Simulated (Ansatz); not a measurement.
Abridged output of a molecular run in Ansatz:

```
Functional definition: HF
2755 factors; integrals over basis functions are off by at most 1.5e-3 eV
mean field evaluation 1: about -36560.0278 eV, gradient 6.9e1 eV
mean field evaluation 2: about -36560.4155 eV, gradient 6.9e1 eV
mean field evaluation 4: about -36571.7266 eV, gradient 1.3e1 eV
mean field evaluation 8: about -36572.2387 eV, gradient 6.9e-1 eV
mean field evaluation 16: about -36572.2418 eV, gradient 2.6e-6 eV
mean field -36572.24179652 eV, -1344.0050964662 hartree, gradient 2.6e-6 eV, S^2 0.000000; 0 other end points of the search recorded, 0 dependent functions left out
16 core orbitals not correlated: weight in the atoms' cores, before any rotation towards them, 1.000 or more for the frozen orbitals, at most 0.000 for the correlated occupied ones
reference -36572.24179652 eV, -1344.0050964662 hartree; 38, 38 occupied and 211, 211 virtual orbitals, 2755 factors
second order -53.98761648 eV of doubles, -0.00000000 eV of singles
cycle   1  -53.51306930 eV  change    4.7e-1 eV  update   2.9e-1
cycle   2  -55.14499330 eV  change    -1.6e0 eV  update   2.0e-1
cycle   3  -55.82130258 eV  change   -6.8e-1 eV  update   6.6e-2
cycle   4  -55.90453088 eV  change   -8.3e-2 eV  update   2.6e-2
cycle   5  -55.88383992 eV  change    2.1e-2 eV  update   1.3e-2
cycle   6  -55.87787084 eV  change    6.0e-3 eV  update   6.6e-3
cycle   7  -55.87905496 eV  change   -1.2e-3 eV  update   3.5e-3
cycle   8  -55.87780296 eV  change    1.3e-3 eV  update   1.4e-3
cycle   9  -55.87774861 eV  change    5.4e-5 eV  update   7.6e-4
cycle  10  -55.87902510 eV  change   -1.3e-3 eV  update   3.9e-4
cycle  11  -55.87858275 eV  change    4.4e-4 eV  update   2.3e-4
cycle  12  -55.87824183 eV  change    3.4e-4 eV  update   1.0e-4
cycle  13  -55.87837029 eV  change   -1.3e-4 eV  update   4.2e-5
cycle  14  -55.87831759 eV  change    5.3e-5 eV  update   2.2e-5
perturbative correction -2.54158712 eV, -0.0934016038 hartree
Total energy: -36630.66170122 eV, -1346.1519883657 hartree
```

Its atoms:

```xyz
28

C    -2.215    2.035    0.249
O    -1.529    0.944    0.780
Ti    0.128    0.291    0.380
N     1.337    1.732    0.083
N    -0.189   -0.239   -1.424
C     0.883   -0.492   -2.351
C    -1.430   -0.822   -1.865
C    -0.156   -1.631    1.721
C     0.978   -1.853    0.904
C     1.976   -0.944    1.299
C     1.460   -0.162    2.358
C     0.151   -0.598    2.627
H    -2.200    2.026   -0.850
H    -3.262    2.012    0.576
H    -1.774    2.981    0.585
H     2.146    2.032    0.602
H     1.142    2.390   -0.661
H     1.803   -0.012   -2.014
H     1.081   -1.570   -2.470
H     0.638   -0.100   -3.349
H    -2.234   -0.594   -1.164
H    -1.716   -0.437   -2.855
H    -1.360   -1.918   -1.956
H    -1.105   -2.142    1.641
H     1.055   -2.576    0.106
H     2.949   -0.833    0.845
H     1.974    0.644    2.861
H    -0.530   -0.164    3.343
```

Which basis set was used?
A. cc-pV(Q+d)Z
B. def2-SVP
C. def2-TZVPPD
D. cc-pV(T+d)Z

B. It gives 265 functions.

Write the keys of the input that set method, charge and spin (a neutral closed shell needs none for the last two).


```yaml
correlation: {method: ccsd_t}
```
